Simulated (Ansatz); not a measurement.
Reaction (redistribution): `S[SiH2]BCl` + `C=C=C(O)[SiH3]` → `C=C=C(O)[SiH2]S` + `[SiH3]BCl`

Calculated with Ansatz (gas phase, PBE0-D4/def2-TZVP geometries, no zero-point term in ΔE). CCSD(T)/CBS is the MP2 limit (def2-TZVPP, def2-QZVPP) plus CCSD(T) − MP2 in def2-TZVPP, frozen cores. This one scheme is used for every species. One conformer a species, not always the lowest.

`S[SiH2]BCl`:

Cartesian coordinates in Å:
```
S -0.856 -1.839 0.488
Si 0.753 -0.449 0.149
B -0.171 1.074 -0.779
Cl -0.962 2.294 0.181
H -1.583 -0.975 1.217
H 1.703 -1.194 -0.715
H 1.424 -0.066 1.420
H -0.307 1.155 -1.961
```

`C=C=C(O)[SiH3]`:

```xyz
11

C    -0.258    2.199    0.000
C    -0.183    0.926    0.268
C    -0.094   -0.358    0.495
O    -0.355   -0.959    1.702
Si    0.420   -1.530   -0.874
H    -1.179    2.651   -0.361
H     0.597    2.858    0.126
H    -0.608   -0.283    2.340
H     1.659   -2.251   -0.484
H    -0.655   -2.527   -1.116
H     0.657   -0.726   -2.096
```

`C=C=C(O)[SiH2]S`:

Cartesian coordinates in Å:
```
C -0.029 -2.327 -0.575
C -0.039 -1.026 -0.635
C -0.066 0.282 -0.639
O 0.263 1.078 -1.704
Si -0.598 1.174 0.917
S 0.934 2.436 1.704
H 0.857 -2.876 -0.267
H -0.906 -2.914 -0.835
H 0.530 0.520 -2.443
H -1.003 0.127 1.883
H -1.715 2.105 0.624
H 1.774 1.421 1.970
```

`[SiH3]BCl`:

```xyz
7

Si    0.304   -0.739    0.336
B    -0.341    1.041   -0.357
Cl   -1.405    1.153   -1.728
H     1.793   -0.769    0.275
H    -0.238   -1.892   -0.430
H    -0.091   -0.874    1.767
H    -0.021    2.080    0.138
```

| species | HF/def2-TZVPP energy (Eh) |
| --- | --- |
| `S[SiH2]BCl` | -1173.06946 |
| `C=C=C(O)[SiH3]` | -480.90474 |
| `C=C=C(O)[SiH2]S` | -878.48599 |
| `[SiH3]BCl` | -775.48963 |

Question: Work out ΔE.

Answer: ΔE = (-878.48599) + (-775.48963) − (-1173.06946) − (-480.90474) = -0.00142 Eh = -0.04 eV. CCSD(T)/CBS gives -0.04 eV.

Largest T1 diagnostic among the species: 0.014.
